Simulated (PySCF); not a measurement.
Vertical excitation energies

Compound: C6H3Cl2F.
InChI=1S/C6H3Cl2F/c7-6(8)4-2-1-3-5-9/h6H,5H2

Method used: TDDFT PBE0/def2-SVPD, vertical, gas phase, core orbitals frozen in the response in PySCF 2.14.0, density-fitted response routines. Geometry: GFN2-xTB; no solvent, vibrations or thermal averaging.

Problem. List the vertical singlet excitations with oscillator strengths and describe the spectrum.

Solution. 

```json
{"state": "S1", "λ (nm)": "295.9", "E (eV)": "4.19", "f": "0.0001", "|μ| (D)": "0.08", "symmetry": "–", "main configurations (H = HOMO, L = LUMO)": "H→L (94%)"}
{"state": "S2", "λ (nm)": "274.4", "E (eV)": "4.52", "f": "0.0021", "|μ| (D)": "0.35", "symmetry": "A′", "main configurations (H = HOMO, L = LUMO)": "H→L+1 (50%), H-1→L (48%)"}
{"state": "S3", "λ (nm)": "265.6", "E (eV)": "4.67", "f": "0.0013", "|μ| (D)": "0.27", "symmetry": "–", "main configurations (H = HOMO, L = LUMO)": "H-1→L+1 (94%)"}
{"state": "S4", "λ (nm)": "208.8", "E (eV)": "5.94", "f": "0.0046", "|μ| (D)": "0.45", "symmetry": "A″", "main configurations (H = HOMO, L = LUMO)": "H-2→L (71%), H→L+2 (17%)"}
{"state": "S5", "λ (nm)": "204.8", "E (eV)": "6.05", "f": "0.205", "|μ| (D)": "2.99", "symmetry": "A′", "main configurations (H = HOMO, L = LUMO)": "H-2→L+1 (79%), H→L+1 (8%)"}
{"state": "S6", "λ (nm)": "204.4", "E (eV)": "6.07", "f": "0.030", "|μ| (D)": "1.15", "symmetry": "A′", "main configurations (H = HOMO, L = LUMO)": "H-3→L (87%)"}
```

Triplets (Tamm–Dancoff): T1 3.51 eV, H→L+1 (46%), H-1→L (45%); T2 3.78 eV, H→L (78%), H-1→L+1 (17%).

The lowest singlet comes at 296 nm (404 kJ/mol) in the ultraviolet; it is dark (f under 0.0005); its leading configuration is HOMO→LUMO (94%). The strongest level in the table is S5 at 6.05 eV (205 nm, f = 0.205). Löwdin shares by element: HOMO carbon 78% or more (atoms not listed hold the other 22%); LUMO carbon 61% or more (atoms not listed hold the other 39%). Of the 6 states listed, 2 reach f = 0.01 and 1 stays under 0.0005. Weighted by f, the mean energy of these states is 6.03 eV. Orbital energies (eV): HOMO-3 -9.24, HOMO-2 -9.06, HOMO-1 -8.08, HOMO -7.79, LUMO -1.96, LUMO+1 -1.77, LUMO+2 -0.37. No computed singlet lies in the visible range (380 to 750 nm); the lowest, at 296 nm, stands 0.93 eV above its violet end (3.26 eV). Symmetry labels in Cs follow from the direction of the transition dipole and are given only for states with f of 0.002 or more. The window holds the lowest 6 singlets.
